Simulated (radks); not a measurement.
Radial electron density D(r) = 4 pi r^2 rho(r) of an atom or ion with 11 electrons. All-electron calculation, scalar-relativistic Kohn-Sham, LDA (Slater exchange, VWN5 correlation), spin-polarised, spherical densities, finite nucleus; Fermi nuclear charge, rms radius of each element as measured or else 0.836 A^(1/3) + 0.57 fm. Program: a radial shooting solver on a logarithmic mesh with Libxc functionals.

| r (bohr) | D(r) (e/bohr) | spin D(r) |
|---|---|---|
| 0.01209 | 2.843 | 0.0134 |
| 0.01525 | 4.103 | 0.0192 |
| 0.01923 | 5.778 | 0.0269 |
| 0.02426 | 7.890 | 0.0362 |
| 0.03059 | 10.37 | 0.0464 |
| 0.03889 | 13.07 | 0.0560 |
| 0.04904 | 15.38 | 0.0612 |
| 0.06185 | 16.82 | 0.0584 |
| 0.07799 | 16.88 | 0.0445 |
| 0.09836 | 15.42 | 0.0213 |
| 0.125 | 13.00 | -0.00103 |
| 0.1577 | 11.13 | 0.000122 |
| 0.1989 | 11.03 | 0.0434 |
| 0.2508 | 12.87 | 0.124 |
| 0.3188 | 15.21 | 0.195 |
| 0.4021 | 15.60 | 0.180 |
| 0.5071 | 13.01 | 0.0738 |
| 0.6395 | 8.476 | -0.00355 |
| 0.8064 | 4.273 | 0.121 |
| 1.025 | 1.845 | 0.473 |
| 1.293 | 1.073 | 0.768 |
| 1.63 | 0.7736 | 0.733 |
| 2.056 | 0.4236 | 0.421 |
| 2.593 | 0.1370 | 0.137 |
| 3.297 | 0.02124 | 0.0212 |
| 4.157 | 0.001549 | 0.00155 |

What is the nuclear charge?

Answer. Z = 15. The innermost maximum, from 1s, lies near gamma/Z bohr with gamma = sqrt(1 - (Z/c)^2) = 0.994, here 0.0663 bohr (found: 0.0703), and its height grows with Z. The density is that of the phosphorus ion P4+ in [Ne] 3s1; the configuration itself is not fixed sharply by these data, and Z only to about a unit. D(r) has 2 maxima, at r = 0.0703, 0.371 bohr, and minima at 0.179 bohr, inside which lie 2.19 electrons.
